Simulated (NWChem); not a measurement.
System: CH₂ClF₃Si; SMILES Cl[Si](F)(F)CF

The following NWChem deck was run.

```
start job
memory heap 200 mb stack 900 mb global 1100 mb
geometry units angstroms noautoz
  F     -0.451540    -2.547678     0.000000
  C     -1.047642    -1.310977     0.000000
  Si     0.239497     0.047052     0.000000
  F      1.189418    -0.048660     1.289074
  F      1.189418    -0.048660    -1.289074
  Cl    -0.692964     1.857479     0.000000
  H     -1.695742    -1.206438     0.888721
  H     -1.695742    -1.206438    -0.888721
end
basis spherical
  * library 6-31g*
end
dft
  xc m06-2x
  iterations 150
  mulliken
end
task dft energy
```

Geometry: optimised at PBE0/def2-SVP.

Task: Give the results of this calculation. (M06-2X/6-31G* (spherical d).) Quantities: energy (Ha); highest occupied level (eV); orbital gap (eV); dipole (D).

Result: 
```yaml
energy (Ha): -1088.49
highest occupied level (eV): -10.78
orbital gap (eV): 12.41
dipole (D): 2.01
```
